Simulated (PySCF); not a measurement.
## Molecular orbitals of CaGa⁺

r²SCAN0 at R = 3.483 Å; Ca pcseg-1, Ga pcseg-1; no relativity (PySCF 2.14). State: ¹Σ⁺ (singlet), closed shell. Only the outer orbitals are listed, counted within each symmetry.

| orbital | occ. | ε (eV) | on Ca (%) | main shells (%) |
| --- | --- | --- | --- | --- |
| 1δ | 2 | -28.91 | 0 | 100 Ga d |
| 1δ | 2 | -28.91 | 0 | 100 Ga d |
| 5π | 2 | -28.76 | 0 | 100 Ga d |
| 5π | 2 | -28.76 | 0 | 100 Ga d |
| 11σ | 2 | -28.72 | 0 | 100 Ga d |
| 12σ | 2 | -14.39 | 5 | 95 Ga s |
| 13σ | 2 | -8.84 | 62 | 59 Ca s, 33 Ga p |
| 6π | 0 | -6.19 | 24 | 75 Ga p, 15 Ca d, 9 Ca p |
| 6π | 0 | -6.19 | 24 | 75 Ga p, 15 Ca d, 9 Ca p |
| 14σ | 0 | -6.17 | 68 | 36 Ca s, 32 Ga p, 18 Ca p |

Task: Which are the highest filled and the lowest empty level, where do they sit, and how wide is the gap?

Result: Highest filled 13σ at -8.84 eV (in %: 59 Ca s, 33 Ga p); lowest empty 6π at -6.19 eV (in %: 75 Ga p, 15 Ca d, 9 Ca p); the gap at r²SCAN0 is 2.65 eV.

The bond order (Mayer) is 0.95. The ⟨S²⟩ is 0.000, the charge on Ca (Mulliken, basis-dependent) is 0.66 and the charge on Ca (Löwdin, basis-dependent) is 0.71. The dipole moment (positive dipole points towards Ga; it is taken about the centre of mass and depends on that origin) is -6.77 D.

Closed-shell solutions of metal pairs were not tested for spin polarisation, which can lower them a little.
